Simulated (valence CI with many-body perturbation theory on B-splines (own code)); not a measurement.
# Pd⁵⁺: electric-dipole lines

Calculated by relativistic CI+MBPT: five valence electrons over a frozen Dirac-Fock core [Kr], a basis of 7 s, 7 p, 8 d, 6 f, 4 g, 1 h functions for each j, with the one-electron correlation potential Σ1, the two-electron term Σ2, the three-electron term Σ3, Breit, model QED; selected CI, second order for the rest, scaled by the run's own slope (own B-spline code, finite nucleus).

No measured levels were compared; by estimate terms of the open shell hold to 2 to 4 % of their energy, and close levels can change places; different configurations can be misplaced against each other by 1,000 to 8,000 cm⁻¹. Among the levels kept, up to 2400 cm⁻¹ of a level comes from second order outside the variational space, and about a tenth of that is noise between levels of different J, which matters for small intervals. The list stops below the first excitations out of the core.

Lines 1 to 50 of 600 in falling wavelength, among levels below 303740 cm⁻¹, chosen from the strongest by gf and those to the six lowest levels. Wavelengths and rates use the calculated energies, so an error of 2000 cm⁻¹ moves a line at 1589 Å by 3.2 % and its rate by three times that or more. Electric multipoles are in the length gauge, E1 and E2 with the static RPA response of the core. Weak lines are less certain than strong ones. Lines between different terms over intervals too small for the method are left out, as are lines whose strength nearly cancels. Where a level lies close to another of its J and parity, the split of strength between their lines is uncertain. The highest levels of a list are the least certain.

Names give the largest LS component (configuration and term), which can be under half, so a name can repeat, a term be missing and a line seem to break the LS rules; names also repeat where a configuration has a term twice. Letters in brackets count levels of one name in rising energy.

| λ vac (Å) | Upper | Lower | A (s⁻¹) | S (a.u.) with core polarisation | S without |
| --- | --- | --- | --- | --- | --- |
| 1589 | 4d4.5p 4P°_3/2 [a] | 4d4.5s 4D_5/2 [a] | 1.16e+08 | 9.19e-01 | 1.07e+00 |
| 1571 | 4d4.5p 6F°_9/2 | 4d4.5s 4D_7/2 [a] | 7.88e+07 | 1.51e+00 | 1.75e+00 |
| 1526 | 4d4.5p 2D°_5/2 [a] | 4d4.5s 2D_5/2 [a] | 1.13e+08 | 1.19e+00 | 1.39e+00 |
| 1519 | 4d4.5p 4H°_13/2 [a] | 4d4.5s 2H_11/2 | 1.05e+08 | 2.55e+00 | 2.96e+00 |
| 1506 | 4d4.5p 2H°_9/2 [a] | 4d4.5s 2G_9/2 [a] | 6.30e+07 | 1.06e+00 | 1.24e+00 |
| 1501 | 4d4.5p 4H°_11/2 [b] | 4d4.5s 2G_9/2 [b] | 4.89e+07 | 9.79e-01 | 1.14e+00 |
| 1500 | 4d4.5p 4H°_11/2 [a] | 4d4.5s 4G_9/2 | 4.71e+07 | 9.42e-01 | 1.10e+00 |
| 1497 | 4d4.5p 2F°_7/2 [a] | 4d4.5s 2D_5/2 [a] | 6.49e+07 | 8.60e-01 | 9.98e-01 |
| 1495 | 4d4.5p 4G°_9/2 [a] | 4d4.5s 2F_7/2 [a] | 6.48e+07 | 1.07e+00 | 1.24e+00 |
| 1479 | 4d4.5p 4G°_9/2 [a] | 4d4.5s 2H_11/2 | 6.20e+07 | 9.88e-01 | 1.15e+00 |
| 1478 | 4d4.5p 4H°_9/2 [b] | 4d4.5s 2H_9/2 | 7.98e+07 | 1.27e+00 | 1.48e+00 |
| 1476 | 4d4.5p 2G°_7/2 [a] | 4d4.5s 2H_9/2 | 1.04e+08 | 1.32e+00 | 1.54e+00 |
| 1476 | 4d4.5p 2F°_7/2 [a] | 4d4.5s 2G_9/2 [b] | 9.48e+07 | 1.20e+00 | 1.41e+00 |
| 1467 | 4d4.5p 2H°_9/2 [a] | 4d4.5s 2G_7/2 [a] | 1.09e+08 | 1.69e+00 | 1.96e+00 |
| 1449 | 4d4.5p 4F°_5/2 [b] | 4d4.5s 2G_7/2 [a] | 1.26e+08 | 1.13e+00 | 1.32e+00 |
| 1443 | 4d4.5p 4H°_7/2 [a] | 4d4.5s 4G_5/2 | 1.34e+08 | 1.59e+00 | 1.85e+00 |
| 1441 | 4d4.5p 4H°_9/2 [c] | 4d4.5s 2G_7/2 [a] | 7.39e+07 | 1.09e+00 | 1.26e+00 |
| 1435 | 4d4.5p 2I°_13/2 [a] | 4d4.5s 2I_13/2 | 1.13e+08 | 2.32e+00 | 2.71e+00 |
| 1435 | 4d4.5p 4H°_11/2 [b] | 4d4.5s 2G_9/2 [a] | 9.99e+07 | 1.75e+00 | 2.02e+00 |
| 1432 | 4d4.5p 4G°_5/2 [c] | 4d4.5s 2G_7/2 [a] | 1.35e+08 | 1.18e+00 | 1.37e+00 |
| 1431 | 4d4.5p 6D°_9/2 [a] | 4d4.5s 4D_7/2 [a] | 2.21e+08 | 3.19e+00 | 3.67e+00 |
| 1415 | 4d4.5p 2H°_9/2 [c] | 4d4.5s 2G_7/2 [b] | 6.21e+07 | 8.69e-01 | 1.01e+00 |
| 1415 | 4d4.5p 4P°_5/2 [a] | 4d4.5s 4D_7/2 [a] | 2.79e+08 | 2.34e+00 | 2.71e+00 |
| 1411 | 4d4.5p 4H°_11/2 [b] | 4d4.5s 2I_13/2 | 8.14e+07 | 1.35e+00 | 1.58e+00 |
| 1406 | 4d4.5p 6D°_7/2 | 4d4.5s 4D_5/2 [a] | 1.37e+08 | 1.50e+00 | 1.73e+00 |
| 1403 | 4d4.5p 4G°_11/2 [b] | 4d4.5s 2G_9/2 [a] | 5.49e+07 | 8.98e-01 | 1.04e+00 |
| 1402 | 4d4.5p 4G°_9/2 [b] | 4d4.5s 2F_7/2 [a] | 1.39e+08 | 1.90e+00 | 2.20e+00 |
| 1399 | 4d4.5p 6D°_3/2 | 4d4.5s 4D_5/2 [a] | 1.98e+08 | 1.07e+00 | 1.24e+00 |
| 1399 | 4d4.5p 4F°_7/2 [b] | 4d4.5s 4D_7/2 [b] | 9.89e+07 | 1.07e+00 | 1.25e+00 |
| 1397 | 4d4.5p 4G°_11/2 [a] | 4d4.5s 4G_11/2 | 1.98e+08 | 3.19e+00 | 3.72e+00 |
| 1396 | 4d4.5p 4D°_5/2 [b] | 4d4.5s 4P_5/2 [a] | 1.24e+08 | 1.00e+00 | 1.17e+00 |
| 1392 | 4d4.5p 4F°_5/2 [a] | 4d4.5s 4D_7/2 [a] | 1.48e+08 | 1.18e+00 | 1.37e+00 |
| 1392 | 4d4.5p 4H°_7/2 [b] | 4d4.5s 4D_5/2 [b] | 1.01e+08 | 1.08e+00 | 1.25e+00 |
| 1390 | 4d4.5p 4F°_9/2 [b] | 4d4.5s 2G_7/2 [a] | 8.90e+07 | 1.18e+00 | 1.37e+00 |
| 1386 | 4d4.5p 4H°_9/2 [b] | 4d4.5s 4F_9/2 [a] | 7.19e+07 | 9.46e-01 | 1.10e+00 |
| 1385 | 4d4.5p 4G°_5/2 [a] | 4d4.5s 4F_3/2 [a] | 2.71e+08 | 2.13e+00 | 2.48e+00 |
| 1385 | 4d4.5p 4D°_1/2 [a] | 4d4.5s 4P_1/2 [a] | 3.68e+08 | 9.66e-01 | 1.13e+00 |
| 1383 | 4d4.5p 4H°_7/2 [a] | 4d4.5s 4H_9/2 | 1.18e+08 | 1.23e+00 | 1.44e+00 |
| 1380 | 4d4.5p 4G°_5/2 [a] | 4d4.5s 4F_7/2 [a] | 1.80e+08 | 1.40e+00 | 1.63e+00 |
| 1375 | 4d4.5p 4H°_9/2 [a] | 4d4.5s 4H_9/2 | 5.14e+08 | 6.60e+00 | 7.70e+00 |
| 1375 | 4d4.5p 2P°_1/2 [b] | 4d4.5s 2S_1/2 [a] | 3.09e+08 | 7.93e-01 | 9.23e-01 |
| 1373 | 4d4.5p 2G°_7/2 [a] | 4d4.5s 4F_7/2 [a] | 2.10e+08 | 2.14e+00 | 2.50e+00 |
| 1371 | 4d4.5p 4H°_7/2 [a] | 4d4.5s 4H_7/2 | 5.55e+08 | 5.65e+00 | 6.61e+00 |
| 1371 | 4d4.5p 4G°_7/2 [b] | 4d4.5s 2H_9/2 | 2.30e+08 | 2.34e+00 | 2.73e+00 |
| 1369 | 4d4.5p 4G°_7/2 [a] | 4d4.5s 4F_5/2 [a] | 1.21e+08 | 1.22e+00 | 1.43e+00 |
| 1368 | 4d4.5p 4G°_5/2 [a] | 4d4.5s 4G_5/2 | 2.99e+08 | 2.27e+00 | 2.64e+00 |
| 1368 | 4d4.5p 4G°_7/2 [d] | 4d4.5s 2G_9/2 [b] | 8.54e+07 | 8.64e-01 | 1.01e+00 |
| 1367 | 4d4.5p 4I°_11/2 | 4d4.5s 4G_11/2 | 1.00e+08 | 1.51e+00 | 1.77e+00 |
| 1367 | 4d4.5p 2F°_7/2 [a] | 4d4.5s 2F_5/2 [a] | 8.85e+07 | 8.92e-01 | 1.03e+00 |
| 1366 | 4d4.5p 4H°_11/2 [a] | 4d4.5s 4H_11/2 | 5.99e+08 | 9.05e+00 | 1.06e+01 |
